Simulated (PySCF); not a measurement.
Isomers of C7H5F3, one GFN2-xTB conformer each. Single-point energies are computed at PBE0/pcSseg-1 (PySCF, gas phase, no added dispersion term), electronic only.

Task: Rank them by PBE0/pcSseg-1 energy, lowest first (kJ/mol).
A. `FC(F)(F)c1ccccc1` (benzotrifluoride)
B. `[CH2:1]=[C:2]([F:3])[C:4](=[CH2:5])[C:6]#[C:7][CH:8]([F:9])[F:10]` with C1–C2–C4–C5 179°
C. `[CH:1]#[C:2][CH2:3][C:4](=[CH2:5])[C:6]([F:7])=[C:8]([F:9])[F:10]` with C2–C3–C4–C5 -112°, C3–C4–C6–F7 -171°
D. `FC(F)(C#CC1=CCC1)F`

Result: A (0.0), D (342.9), B (367.9), C (422.4).

As drawn, the lowest has an aromatic ring, which the highest lacks; the highest has a C≡C bond and a C=C bond outside aromatic rings, which the lowest lacks. GFN2-xTB itself gives, in the same order: 0.0, 271.8, 306.0, 333.3. Both levels put the same isomer lowest; measured from each level's own lowest isomer, the values differ by up to 89.1 kJ/mol (C#CCC(=C)C(F)=C(F)F: 333.3 against 422.4).

Task: Which frontier levels, dipoles and rotational constants go with these structures?

Result: 
```
             SMILES  HOMO (eV, PBE0/pcSseg-1)  LUMO (eV)  dipole (D)       A, B, C (MHz)
   FC(F)(F)c1ccccc1                     -7.95      -1.01        2.95  2875, 947.6, 813.4
 FC(F)(F)C#CC1=CCC1                     -7.47      -1.57        4.09  3950, 500.5, 484.5
C=C(F)C(=C)C#CC(F)F                     -7.37      -1.93        1.83  2911, 553.4, 484.5
C#CCC(=C)C(F)=C(F)F                     -6.99      -1.10        1.76   1592, 1217, 810.4
```
